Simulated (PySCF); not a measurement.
CBr₂, SMILES Br[C]Br (connectivity only; charge and spin as stated), neutral, multiplicity 1. Atoms are numbered in the order given.

```xyz
3

C      0.0000     0.0000     0.9975
Br     0.0000    -1.5598    -0.0855
Br     0.0000     1.5598    -0.0855
```
Charge 0, spin multiplicity 1.

Geometry optimised at B3LYP-D3(BJ)/def2-TZVP.

Computed with PBE/def2-TZVPD (PySCF).

Mulliken values depend strongly on the basis, most of all with diffuse functions as here. ESP charges are fitted to the potential on shells at 1.4 to 2.0 van der Waals radii. Atomic charges (e):

```csv
atom,meta-Löwdin,ESP fit,Mulliken
C1,-0.24,[?],0.08
Br2,0.12,[?],-0.04
Br3,0.12,[?],-0.04
```

### Question
Some entries are withheld; supply them. (The exact figures need the calculation; the answer reports its results.)

### Answer

- C1, ESP fit: -0.18
- Br2, ESP fit: 0.09
- Br3, ESP fit: 0.09
